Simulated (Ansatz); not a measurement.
Computed with Ansatz.

A structure relaxed at PBE0-D4/def2-TZVP, charge 0, multiplicity 1:

```csv
atom,x (Å),y (Å),z (Å)
N1,-0.025,1.839,-0.273
Si2,0.070,0.234,0.335
N3,1.745,-0.100,0.342
O4,-0.746,0.230,1.771
Si5,-0.986,-1.476,-0.872
H6,0.488,2.084,-1.105
H7,-0.906,2.327,-0.236
H8,2.096,-1.034,0.469
H9,2.415,0.597,0.627
H10,-0.482,0.891,2.414
H11,-0.613,-2.828,-0.363
H12,-2.468,-1.352,-0.803
H13,-0.589,-1.413,-2.307
```

(1) Give its formula and SMILES.

(2) Point group (tolerance 0.08 Å, 0.16 Å for H)?

(3) Summarise the bond lengths by kind.

## Answers

(1) H8N2OSi2, `N[Si](N)(O)[SiH3]`.

(2) C1.

(3) 2 × N–Si 1.709 to 1.719 Å; 4 × H–N 1.006 to 1.008 Å; 1 × O–Si 1.651 Å; 1 × Si–Si 2.344 Å; 1 × H–O 0.960 Å; 3 × H–Si 1.489 to 1.491 Å.
